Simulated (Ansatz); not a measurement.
Cartesian coordinates (Å):
SMILES: B=BOC
```xyz
8

B      2.3629     0.0859     0.0513
B      0.9693    -0.3767    -0.3076
O     -0.2440    -0.7544    -0.6083
C     -1.4214     0.0322    -0.3290
H      3.4679     0.3790     0.2988
H     -2.0760    -0.5641     0.3041
H     -1.1428     0.9604     0.1695
H     -1.9158     0.2375    -1.2768
```
Charge 0, multiplicity 1.

These are frozen-core CCSD(T)/cc-pVTZ // B3LYP-D3(BJ)/def2-TZVP in Ansatz (an electronic-structure program) values and carry that method's errors. The restricted HF reference is unstable towards unrestricted orbitals.

The HF energy is -164.38377 Ha and the MP2 correlation energy comes out as -0.58013 Ha.

Q: Estimate the CCSD correlation energy, the (T) correction, the total energy and the T1 diagnostic.

A: 
The CCSD correlation energy comes out as -0.61682 Ha and the (T) correction is -0.02545 Ha. The CCSD(T) total energy comes out as -165.02605 Ha and the T1 diagnostic comes out as 0.016.
